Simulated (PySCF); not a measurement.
# Correlation energy of Ta (tantalum, neutral)

[Xe] 4f14 5d3 6s1 6p1, one real determinant (an excited configuration). Computed with PySCF 2.14 in aug-cc-pVDZ-PP with ECP60MDF (5s5p4d2f, 54 functions), with a scalar-relativistic core potential. Frozen: 5s2 5p6; 5 electrons correlated.

| level | correlation energy (mhartree) |
| --- | --- |
| CCSD | -37.26 |
| (T) | -1.59 |
| CCSD(T) | -38.85 |

Diagnostics: T1 = 0.016, D1 = 0.0453, largest double amplitude 0.121.

The real determinant used has ⟨L²⟩ near 14 against 20 for a pure G term, so it mixes terms. Spin-orbit coupling, absent here, splits the open shell strongly.

Cost of the coupled-cluster step: roughly 0.9 core-seconds, for 5 correlated electrons.

Iterations:

```
CC2 = 0
CCSD nocc = (np.int64(5), np.int64(0)), nmo = (50, 50)
frozen orbitals [[0, 1, 2, 3], [0, 1, 2, 3]]
max_cycle = 100
direct = 0
conv_tol = 1e-08
conv_tol_normt = 1e-06
diis_space = 8
diis_start_cycle = 0
Init t2, MP2 energy = -0.027120976913013
Init E_corr(UCCSD) = -0.0271209769177623
cycle = 1  E_corr(UCCSD) = -0.0329184583438881  dE = -0.00579748143  norm(t1,t2) = 0.0377575
cycle = 2  E_corr(UCCSD) = -0.0344516521624315  dE = -0.00153319382  norm(t1,t2) = 0.019765
cycle = 3  E_corr(UCCSD) = -0.0355980442098106  dE = -0.00114639205  norm(t1,t2) = 0.0146468
cycle = 4  E_corr(UCCSD) = -0.0358637129060028  dE = -0.000265668696  norm(t1,t2) = 0.0112262
cycle = 5  E_corr(UCCSD) = -0.0367666489599968  dE = -0.000902936054  norm(t1,t2) = 0.00878692
cycle = 6  E_corr(UCCSD) = -0.0369566988605233  dE = -0.000190049901  norm(t1,t2) = 0.004753
cycle = 7  E_corr(UCCSD) = -0.0372321311206003  dE = -0.00027543226  norm(t1,t2) = 0.00313863
cycle = 8  E_corr(UCCSD) = -0.0371056465959779  dE = 0.000126484525  norm(t1,t2) = 0.00196588
cycle = 9  E_corr(UCCSD) = -0.0372630830885997  dE = -0.000157436493  norm(t1,t2) = 0.00137408
cycle = 10  E_corr(UCCSD) = -0.0372287029022203  dE = 3.43801864e-05  norm(t1,t2) = 0.000836741
cycle = 11  E_corr(UCCSD) = -0.0372649085975554  dE = -3.62056953e-05  norm(t1,t2) = 0.000423192
cycle = 12  E_corr(UCCSD) = -0.0372623383657693  dE = 2.57023179e-06  norm(t1,t2) = 0.000171651
cycle = 13  E_corr(UCCSD) = -0.0372644867833372  dE = -2.14841757e-06  norm(t1,t2) = 5.19328e-05
cycle = 14  E_corr(UCCSD) = -0.0372644174029539  dE = 6.93803832e-08  norm(t1,t2) = 2.30626e-05
cycle = 15  E_corr(UCCSD) = -0.0372643460505905  dE = 7.13523634e-08  norm(t1,t2) = 1.00507e-05
cycle = 16  E_corr(UCCSD) = -0.0372643100060904  dE = 3.60445001e-08  norm(t1,t2) = 5.01403e-06
cycle = 17  E_corr(UCCSD) = -0.037264347037645  dE = -3.70315546e-08  norm(t1,t2) = 2.1202e-06
cycle = 18  E_corr(UCCSD) = -0.0372643098879057  dE = 3.71497393e-08  norm(t1,t2) = 1.16109e-06
cycle = 19  E_corr(UCCSD) = -0.0372643246683525  dE = -1.47804468e-08  norm(t1,t2) = 5.03598e-07
cycle = 20  E_corr(UCCSD) = -0.037264325000542  dE = -3.32189443e-10  norm(t1,t2) = 2.50528e-07
UCCSD converged
E(UCCSD) = -56.73561675646465  E_corr = -0.03726432500054197
UCCSD(T) correction = -0.00159106617808909
```

The reference is one real determinant that mixes LS terms of this configuration.
